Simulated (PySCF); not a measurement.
SiOF, SMILES [Si](=O)F, multiplicity 2. Geometry optimised at PBE-D3(BJ)/def2-TZVP.

Give the equilibrium geometry at PBE-D3(BJ)/def2-TZVP (PySCF confirms it by a frequency run) as bond lengths and angles, and its point group. (An estimate is asked for; the answer gives what the named calculation found.)

point group Cs.
Atoms: Si1 O2 F3. Bond lengths (Å): Si1–O2 1.540, Si1–F3 1.611. Bond angles (°): O2–Si1–F3 127.1.
Charge 0, spin multiplicity 2.
